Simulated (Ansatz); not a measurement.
Mg3O3⁺. Charge 1, multiplicity 2. Geometry r2SCAN-D4/def2-SVP, basis def2-TZVP, Ansatz.

| atom | x (Å) | y (Å) | z (Å) |
| --- | --- | --- | --- |
| Mg1 | -0.041 | -2.748 | 1.100 |
| Mg2 | 0.932 | 0.675 | 0.673 |
| Mg3 | -0.921 | 0.043 | -0.959 |
| O4 | -0.524 | 1.742 | -0.078 |
| O5 | 0.567 | 1.297 | -1.144 |
| O6 | -0.013 | -1.009 | 0.408 |

```tsv
run	HOMO (eV)	LUMO (eV)
A	-9.23	-6.83
B	-8.47	-7.72
C	-8.59	-7.01
D	-8.68	-7.82
E	-8.57	-7.64
F	-8.46	-7.38
```

The structure comes from a short search, and lower isomers may exist.

HOMO and LUMO are taken over both spins.

Problem. The runs used B97M-V, BLYP, LDA (SPW92), PBE, PBE0, r2SCAN. Estimate which is which.

Solution. A PBE0 (25 % exact exchange); B BLYP (0 % exact exchange); C r2SCAN (0 % exact exchange); D LDA (SPW92) (0 % exact exchange); E PBE (0 % exact exchange); F B97M-V (0 % exact exchange). Exact exchange lowers occupied and raises empty levels; among semilocal functionals meta-GGAs tend to open the gap a little, and such runs are hard to tell apart. The gap grows from 0.75 eV (BLYP) to 2.40 eV (PBE0).
